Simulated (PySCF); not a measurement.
## `C(/C)=C\C[As](C)[SiH3]`, C₅H₁₃AsSi

Geometry (Å), atoms numbered from 1 in this order:
```xyz
20

C     3.3052   -0.5892    0.0485
C     1.9999    0.1332    0.0999
C     1.1579    0.2419   -0.9168
C    -0.1559    0.9312   -0.8590
As   -1.6633   -0.3910   -0.9322
C    -3.0828    0.8847   -0.4070
Si   -1.3137   -1.2818    1.1900
H     4.1255    0.0883    0.2868
H     3.4761   -1.0135   -0.9381
H     3.3196   -1.3936    0.7843
H     1.7574    0.5908    1.0517
H     1.4040   -0.2170   -1.8695
H    -0.2685    1.6000   -1.7198
H    -0.2440    1.5273    0.0534
H    -4.0000    0.3453   -0.1711
H    -3.2985    1.5679   -1.2298
H    -2.7923    1.4732    0.4630
H    -1.0909   -0.2526    2.2192
H    -0.1561   -2.1806    1.2150
H    -2.4848   -2.0535    1.6287
```

Theory: GIAO HF/pcSseg-1 magnetisability, rotational g tensor and spin-rotation constants, non-relativistic, gas phase (PySCF). Geometry: GFN2-xTB.

The calculation is non-relativistic, which matters for the atoms heavier than Zn.

**Question.** How diamagnetic is it, and how anisotropic?

**Answer.** Isotropic -1756 × 10⁻³⁰ J/T², or -105.8 × 10⁻⁶ cm³/mol; principal values -1848, -1820, -1601 × 10⁻³⁰ J/T², anisotropy 234 × 10⁻³⁰ J/T² (root of half the summed squared differences of the principal values). The susceptibility is in cgs units.

**Question.** Split it along the inertial axes a, b, c into diamagnetic and paramagnetic parts about the centre of mass, with the quadrupole moment.

**Answer.** 
| axis | χ (10⁻⁶ cm³/mol) | diamagnetic (10⁻⁶ cm³/mol) | paramagnetic (10⁻⁶ cm³/mol) | summed x² of all electrons (Å²) | quadrupole Θ (D Å) |
| --- | --- | --- | --- | --- | --- |
| a | -111.0 | -670.2 | 559.2 | 340.5 | +3.70 |
| b | -105.3 | -1639.3 | 1534.1 | 112.1 | -1.46 |
| c | -101.0 | -1920.1 | 1819.1 | 45.9 | -2.24 |

Anisotropies 2χaa − χbb − χcc = -15.8 and 2χbb − χaa − χcc = +1.5 × 10⁻⁶ cm³/mol. Θ is traceless in Buckingham's convention.

**Question.** And the rotational g tensor?

**Answer.** 
| axis | rotational constant (GHz) | g | nuclear part | electronic part |
| --- | --- | --- | --- | --- |
| a | 2.3444 | -0.0122 | 0.6037 | -0.6159 |
| b | 0.8164 | -0.0053 | 0.5831 | -0.5884 |
| c | 0.6856 | -0.0057 | 0.5803 | -0.5859 |

Asymmetric top; isotopes 75As, 12C, 1H, 28Si; no vibrational averaging.
